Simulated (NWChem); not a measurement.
System meant: C2, singlet; SMILES [C]=[C]

Input file for NWChem:

```
start job
memory heap 200 mb stack 700 mb global 900 mb
geometry units angstroms noautosym nocenter noautoz
  C      0.000000     0.000000    -0.623086
  C      0.000000     0.000000     0.623086
end
basis spherical
  C library 6-31g*
end
dft
  xc xtpss03 ctpss03
  iterations 150
end
property
  shielding 1 1
end
task dft property
```

End of the output:

```
 Vector    9  Occ=0.000000D+00  E=-1.063773D-02
              MO Center= -6.6D-10,  6.6D-10, -5.0D-07, r^2= 1.7D+00
   Bfn.  Coefficient  Atom+Function         Bfn.  Coefficient  Atom+Function
  ----- ------------  ---------------      ----- ------------  ---------------
     8     -0.415744  1 C  py                22      0.415743  2 C  py
     7      0.409128  1 C  px                21     -0.409127  2 C  px
     4     -0.342555  1 C  py                18      0.342555  2 C  py
     3      0.337103  1 C  px                17     -0.337103  2 C  px

 center of mass
 --------------
 x =   0.00000000 y =   0.00000000 z =   0.00000000

 moments of inertia (a.u.)
 ------------------
          33.273991384755           0.000000000000           0.000000000000
           0.000000000000          33.273991384755           0.000000000000
           0.000000000000           0.000000000000           0.000000000000

     Multipole analysis of the density
     ---------------------------------

     L   x y z        total         alpha         beta         nuclear
     -   - - -        -----         -----         ----         -------
     0   0 0 0     -0.000000     -6.000000     -6.000000     12.000000

     1   1 0 0      0.000000      0.000000      0.000000      0.000000
     1   0 1 0     -0.000000     -0.000000     -0.000000      0.000000
     1   0 0 1     -0.000009     -0.000004     -0.000004      0.000000

     2   2 0 0     -8.643416     -4.321708     -4.321708      0.000000
     2   1 1 0      0.000000      0.000000      0.000000      0.000000
     2   1 0 1     -0.000000     -0.000000     -0.000000      0.000000
     2   0 2 0     -8.643416     -4.321708     -4.321708      0.000000
     2   0 1 1     -0.000000     -0.000000     -0.000000      0.000000
     2   0 0 2     -6.499893    -11.568444    -11.568444     16.636996

          -----------------------------------------
          Chemical Shielding Tensors (GIAO, in ppm)
          -----------------------------------------

 ------------------------------------------------------------------------
  xtpss03: d2 not coded                    0
 ------------------------------------------------------------------------
 ------------------------------------------------------------------------
  current input line :
    17: task dft property
 ------------------------------------------------------------------------
 ------------------------------------------------------------------------
 This error has not yet been assigned to a category
 ------------------------------------------------------------------------
 For more information see the NWChem manual at https://nwchemgit.github.io

0: xtpss03: d2 not coded:Received an Error in Communication
```

Task: What is wrong, and how is it mended?

Result: The run crashed. Cause: this functional's second derivatives, which shieldings need, aren't coded here; the fix takes a hybrid GGA instead. This input runs:
```
start job
memory heap 200 mb stack 700 mb global 900 mb
geometry units angstroms noautosym nocenter noautoz
  C      0.000000     0.000000    -0.623086
  C      0.000000     0.000000     0.623086
end
basis spherical
  C library 6-31g*
end
dft
  xc pbe0
  iterations 150
end
property
  shielding 1 1
end
task dft property
```
It converges to -75.77663 Ha (PBE0/6-31G* (spherical d), GIAO).
